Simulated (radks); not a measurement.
Values are calculated unless marked as measured or tabulated.
Task: Radial electron density D(r) = 4 pi r^2 rho(r) of an atom or ion with 15.75 electrons. Level of theory: scalar-relativistic Kohn-Sham, PBEsol, spin-polarised, spherical densities, finite nucleus; Fermi nuclear charge, rms radius of each element as measured or else 0.836 A^(1/3) + 0.57 fm (a radial shooting solver on a logarithmic mesh with Libxc functionals).

```
   r/bohr * D(r) (the largest magnitude, 18.3, reaches the edge; | marks zero)
 0.009444 |      *
  0.01065 |       *
   0.0121 |         *
  0.01365 |           *
  0.01551 |              *
  0.01749 |                 *
  0.01972 |                    *
  0.02241 |                        *
  0.02526 |                            *
  0.02849 |                                *
  0.03238 |                                     *
   0.0365 |                                         *
  0.04116 |                                             *
  0.04678 |                                                 *
  0.05274 |                                                    *
  0.05947 |                                                      *
  0.06759 |                                                      *
   0.0762 |                                                     *
  0.08592 |                                                   *
  0.09765 |                                               *
   0.1101 |                                           *
   0.1241 |                                        *
   0.1411 |                                     *
   0.1591 |                                   *
   0.1808 |                                    *
   0.2039 |                                      *
   0.2298 |                                          *
   0.2612 |                                               *
   0.2945 |                                                  *
   0.3321 |                                                    *
   0.3774 |                                                   *
   0.4256 |                                               *
   0.4798 |                                        *
   0.5453 |                                *
   0.6149 |                        *
   0.6933 |                 *
   0.7879 |           *
   0.8884 |         *
    1.002 |        *
    1.138 |        *
    1.284 |         *
    1.447 |          *
    1.645 |         *
    1.855 |        *
    2.108 |      *
    2.377 |    *
     2.68 |   *
    3.045 | *
    3.434 |*
    3.872 |*
      4.4 *
    4.961 *
    5.594 *
    6.358 *
    7.168 *
```

What is the nuclear charge?

Result: Z = 16. The innermost maximum, from 1s, lies near gamma/Z bohr with gamma = sqrt(1 - (Z/c)^2) = 0.993, here 0.0621 bohr (found: 0.0655), and its height grows with Z. The density is that of the sulfur ion S0.25+ in [Ne] 3s2 3p(up 2.75, down 1); the configuration itself is not fixed sharply by these data, and Z only to about a unit. D(r) has 3 maxima, at r = 0.0655, 0.340, 1.47 bohr, and minima at 0.164, 1.01 bohr, inside which lie 2.19, 10.36 electrons.
